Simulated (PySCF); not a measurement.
BHO, SMILES O[B] (connectivity only; charge and spin as stated), neutral, multiplicity 1.

Geometry: PBE0-D3(BJ)/def2-TZVPD. A frequency run showed that this geometry is not a minimum.

Two levels are set side by side: TDA-PBE/def2-TZVPD (PySCF) and EOM-CCSD/aug-cc-pVDZ (PySCF). Vertical, same geometry; the bases differ. Differences are taken from unrounded values.

```
quantity                                      EOM-CCSD
--------------------------------------------  --------
lowest singlet excitation (eV)                    6.15
lowest triplet excitation (TDA for PBE) (eV)      3.76
```

What does TDA-PBE give, and how far is it from EOM-CCSD? (Estimate from the structure and the level; the computed values follow.)


```
quantity                                      TDA-PBE  TDA-PBE minus EOM-CCSD
--------------------------------------------  -------  ----------------------
lowest singlet excitation (eV)                   4.79                   -1.37
lowest triplet excitation (TDA for PBE) (eV)     3.45                   -0.31
```

Functionals without exact exchange tend to place singlet excitations lower, as here. Differences between two approximate levels are no errors against the true value.

Rough cost on one machine, each run with all the roots and properties that it gave: EOM-CCSD against TDA-PBE about 3 times.
